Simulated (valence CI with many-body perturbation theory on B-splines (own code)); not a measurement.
The numbers below are computed, except where a source is named.
**Pm²⁸⁺: magnetic and hyperfine properties of the levels**

Level of theory: valence CI with perturbative core correlation (CI+MBPT): five valence electrons over a frozen Dirac-Fock core [Ar] 3d10, a basis of 11 s, 11 p, 10 d, 8 f, 5 g, 2 h functions for each j, with the one-electron correlation potential Σ1 (screened to all orders), the two-electron term Σ2, the three-electron term Σ3, Breit, model QED; selected single and double excitations, second order for the rest, scaled by the run's own slope (own B-spline code, finite nucleus).

No measured spectrum was set against this ion. As an estimate, large intervals hold to a few tenths of a per cent, small ones and those within an open d or f shell to about a per cent. Among the levels kept, up to 2100 cm⁻¹ of a level comes from second order outside the variational space, and about a tenth of that is noise between levels of different J, which matters for small intervals.

A/g_I is the dipole constant over the nuclear g factor μ/I (μ in nuclear magnetons, uniformly magnetised nucleus), B/Q the quadrupole constant per barn. Both hold the static response of the core; the bare values leave it out. Large factors of s and p1/2 electrons are usually good to 5 to 10 %; those of open d and f shells near neutrality can be off by tens of per cent, and small factors of p3/2, d and f electrons come from cancelling terms and can be off by a factor of two or in sign, in half-filled shells by more. B is blank for J = 1/2, where it vanishes, and for nearly pure S terms. Energies count from the lowest level.

Levels are named by their leading jj configuration (3d3/2^4 stands for four electrons in 3d with j = 3/2), which in mixed levels can hold well under half, so a name can repeat and another be missing. Letters in brackets count levels of one name in rising energy.

```tsv
Level	E (cm⁻¹)	g	A/g_I (MHz)	A/g_I bare	B/Q (MHz/b)	B/Q bare
(4s^2 4p1/2^2 4p3/2) J=3/2	0	1.419	23000	21900	41100	39400
(4s^2 4p1/2 4p3/2^2) J=3/2	232010	1.427	-3540	-3610	11200	10700
(4s^2 4p1/2 4p3/2^2) J=5/2	264270	1.198	55000	52700	-129	-115
(4s^2 4p1/2 4p3/2^2) J=1/2	305190	0.662	174000	168000		
(4s^2 4p3/2^3) J=3/2	541860	1.282	26100	24900	-52200	-50000
(4s 4p1/2^2 4p3/2^2) J=5/2	757420	1.512	124000	119000	17500	16800
(4s 4p1/2^2 4p3/2^2) J=3/2	828800	1.124	-35500	-34000	-21100	-20200
(4s 4p1/2^2 4p3/2^2) J=1/2	851190	2.251	497000	477000		
(4s^2 4p1/2^2 4d3/2) J=3/2	906970	0.892	-883	-598	4910	4760
(4s^2 4p1/2^2 4d5/2) J=5/2	970440	1.187	8090	8060	12500	12100
(4s 4p1/2 4p3/2^3) J=3/2 [a]	1016000	1.412	82600	79400	-36700	-35100
(4s 4p1/2 4p3/2^3) J=5/2	1055100	1.270	138000	132000	-58100	-55700
(4s^2 4p1/2 4p3/2 4d3/2) J=1/2 [a]	1085000	0.851	-25300	-24000		
(4s^2 4p1/2 4p3/2 4d3/2) J=3/2	1085400	1.026	38500	37100	-17200	-16400
(4s^2 4p1/2 4p3/2 4d3/2) J=5/2 [a]	1109900	0.947	45900	44200	-15100	-14400
(4s^2 4p1/2 4p3/2 4d3/2) J=7/2	1134300	1.088	38700	37300	30700	29500
(4s^2 4p1/2 4p3/2 4d3/2) J=1/2 [b]	1144700	0.743	24300	23400		
(4s^2 4p1/2 4p3/2 4d5/2) J=7/2 [a]	1160100	1.312	-5000	-4670	52200	50000
(4s 4p1/2 4p3/2^3) J=3/2 [b]	1168300	1.095	-6110	-5690	-11600	-11100
(4s^2 4p1/2 4p3/2 4d5/2) J=9/2	1193800	1.215	29400	28400	34900	33500
(4s^2 4p1/2 4p3/2 4d5/2) J=5/2 [a]	1206700	1.244	15900	15500	-851	-754
(4s^2 4p1/2 4p3/2 4d5/2) J=3/2 [a]	1214900	1.137	-1180	-1090	184	170
(4s^2 4p1/2 4p3/2 4d3/2) J=5/2 [b]	1243500	1.251	34600	33400	-10900	-10500
(4s^2 4p1/2 4p3/2 4d3/2) J=1/2 [c]	1245000	2.012	55300	52900		
(4s^2 4p1/2 4p3/2 4d5/2) J=3/2 [b]	1254400	1.482	25900	25100	-13800	-13300
(4s^2 4p1/2 4p3/2 4d5/2) J=7/2 [b]	1263500	1.071	33300	32100	21900	21100
(4s^2 4p1/2 4p3/2 4d5/2) J=3/2 [c]	1297200	0.854	45900	44500	14200	13600
(4s^2 4p1/2 4p3/2 4d5/2) J=5/2 [b]	1297400	1.148	-56.8	60.7	25400	24400
(4s^2 4p1/2 4p3/2 4d5/2) J=1/2	1319300	1.055	35100	34100		
(4s 4p3/2^4) J=1/2	1368200	1.486	264000	254000		
(4s^2 4p3/2^2 4d5/2) J=7/2	1434300	1.258	13500	13100	9570	9210
(4s^2 4p3/2^2 4d5/2) J=9/2	1446000	1.226	14800	14300	33600	32300
(4s^2 4p3/2^2 4d3/2) J=1/2	1447600	1.123	13300	12100		
(4s^2 4p3/2^2 4d3/2) J=3/2 [a]	1455600	1.151	18200	17500	-20000	-19200
(4s^2 4p3/2^2 4d3/2) J=5/2	1461200	1.211	26700	25700	-9410	-9040
(4s^2 4p3/2^2 4d3/2) J=7/2	1490100	1.101	21000	20300	1340	1430
(4s^2 4p3/2^2 4d3/2) J=3/2 [b]	1522900	0.998	12900	12800	11700	11300
(4s^2 4p3/2^2 4d5/2) J=5/2 [a]	1526300	1.204	6750	6750	61200	58700
(4s^2 4p3/2^2 4d5/2) J=1/2	1562500	1.799	166000	160000		
(4s^2 4p3/2^2 4d5/2) J=3/2	1585600	1.070	10500	10400	4790	4620
```

Take the isotope of mass number 147, with I = 7/2, μ = 2.58 μN and Q = 0.74 b. What is the hyperfine structure of (4s 4p1/2^2 4p3/2^2) J=3/2?

From the table A = -26200 MHz, B = -15600 MHz. Shifts from the centre of gravity in MHz: F = 2: 168000, F = 3: 101000, F = 4: 693, F = 5: -141000.
